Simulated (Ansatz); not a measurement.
`F[Si](F)(F)[SiH3]` + `CC=N` → `C/C=N\[SiH3]` + `F[SiH](F)F` at 400 K and 1 bar (cleavage of the Si–Si bond).

Isolated molecules relaxed with PBE0-D4/def2-TZVP in Ansatz; ΔE leaves out vibrations. CBS: MP2 limit from def2 TZ/QZ plus the TZ coupled-cluster correction, frozen cores. Each species was taken in one conformer, which may not be the lowest.

| species | CCSD(T)/CBS energy (Eh) | H − E (kJ/mol) | S (J/(mol·K)) |
| --- | --- | --- | --- |
| `F[Si](F)(F)[SiH3]` | -879.54323 | 122.9 | 374.9 |
| `CC=N` | -133.79309 | 199.7 | 281.6 |
| `C/C=N\[SiH3]` | -424.08411 | 248.5 | 350.0 |
| `F[SiH](F)F` | -589.26725 | 67.9 | 298.2 |

H − E and S are ideal-gas, rigid-rotor, harmonic terms from PBE0-D4/def2-TZVP, for one conformer and one mirror image of each species. 1 Eh = 2625.50 kJ/mol, R = 8.31446 J/(mol·K).

Q: By hand: ΔE, ΔH, ΔS and ΔG.

A: ΔE = (-424.08411) + (-589.26725) − (-879.54323) − (-133.79309) = -0.01504 Eh = -39.5 kJ/mol. Δ(H − E) = 248.5 + 67.9 − 122.9 − 199.7 = -6.2, so ΔH = -45.7 kJ/mol. ΔS = 350.0 + 298.2 − 374.9 − 281.6 = -8.3 J/(mol·K). ΔG = -45.7 − 400 × (-8.3)/1000 = -42.4 kJ/mol.

Q: By hand: the equilibrium constant, and the temperature at which ΔG would vanish if ΔH and ΔS stayed fixed.

A: log₁₀ K = −ΔG/(RT ln 10) = 5.5. ΔG = 0 at ΔH/ΔS = 5506 K, far beyond where these terms or the molecules hold.

The number of gas molecules stays the same, so ΔS is small and ΔH decides. A doubt of 5 kJ/mol in ΔE shifts log₁₀ K by 0.7 here. Other conformers and mirror images would add mixing entropy, several J/(mol·K) or more a flexible species. These are equilibria of isolated gas molecules and say nothing of rates. Largest T1 diagnostic: 0.013 (customary marks: 0.02 for closed shells, 0.045 for open ones).
